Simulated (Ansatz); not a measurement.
`COB(O)O` + `OB(O)O` → `OB(O)OB(O)O` + CH₃OH  (ligand exchange at a B–O bond)

Gas-phase electronic energies from Ansatz, PBE0-D4/def2-TZVP geometries. CCSD(T)/CBS is the MP2 limit (def2-TZVPP, def2-QZVPP) plus CCSD(T) − MP2 in def2-TZVPP, frozen cores. This one scheme is used for every species. DFT in def2-TZVPP. One conformer a species, not always the lowest.

(1) Is it downhill or uphill in electronic energy at CCSD(T)/CBS, and by how much? (Estimate.)

(2) What do these levels give: r2SCAN, MP2/def2-TZVPP, SCS-MP2/def2-TZVPP, SCS-MP2/def2-QZVPP, MP2/CBS(def2), CCSD/CBS(def2)? (An estimate is asked.)

Largest T1 diagnostic among the species: 0.012.

Answers

(1) The calculation gave: Uphill: ΔE = +0.13 eV.

(2) Computed: r2SCAN 0.15, MP2/def2-TZVPP 0.16, SCS-MP2/def2-TZVPP 0.16, SCS-MP2/def2-QZVPP 0.15, MP2/CBS(def2) 0.14, CCSD/CBS(def2) 0.14 eV.
